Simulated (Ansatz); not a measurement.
The cluster K₃Br₃⁻, relaxed as a doublet with UKS PBE-D4/def2-SVPD in Ansatz, starting from the GFN1-xTB geometry. Force threshold 0.02 eV/Å.

The highest occupied level of the charge -1 doublet lies above zero (up to 0.35 eV). It is a level of α spin, whose loss leaves a singlet; that state wasn't run at this geometry and level. The electron is either unbound and held by the finite basis, or the level is raised by self-interaction error. The relaxation made no stability test and no search for a lower SCF solution. The structure comes from a short search, and lower isomers may exist.

Start:

| atom | x (Å) | y (Å) | z (Å) |
| --- | --- | --- | --- |
| K1 | -0.167 | 1.300 | -0.661 |
| K2 | -2.095 | -1.545 | 0.533 |
| K3 | 1.649 | -1.791 | -0.122 |
| Br4 | -3.100 | 1.210 | 0.193 |
| Br5 | 1.227 | 0.366 | 1.997 |
| Br6 | 2.487 | 0.461 | -1.940 |

```tsv
step	energy (eV)	largest force component (eV/Å)	SCF passes
1	-259042.3400	0.515	15
2	-259042.6180	0.304	18
3	-259042.7965	0.208	18
4	-259042.9117	0.157	20
5	-259042.9590	0.055	18
6	-259042.9636	0.018	19
7	-259042.9639	0.011	17
```

Force components are those of the run's own axes.

End:

| atom | x (Å) | y (Å) | z (Å) |
| --- | --- | --- | --- |
| K1 | 0.023 | 1.703 | -0.493 |
| K2 | -2.097 | -1.392 | 1.249 |
| K3 | 2.081 | -1.859 | -0.255 |
| Br4 | -3.068 | 1.160 | -0.296 |
| Br5 | 0.717 | -0.148 | 2.058 |
| Br6 | 2.343 | 0.537 | -2.262 |

Bonds formed: K2–Br5 (atoms count from 1). The end is the same structure that another start reached, the lowest one found.

The force fell under the threshold at step 6, but the optimiser went on. No frequencies were taken in this run, so the end may be a saddle point.

Hardware: 4 threads of Arm Neoverse V2 on a shared host. Wall time 46 s.
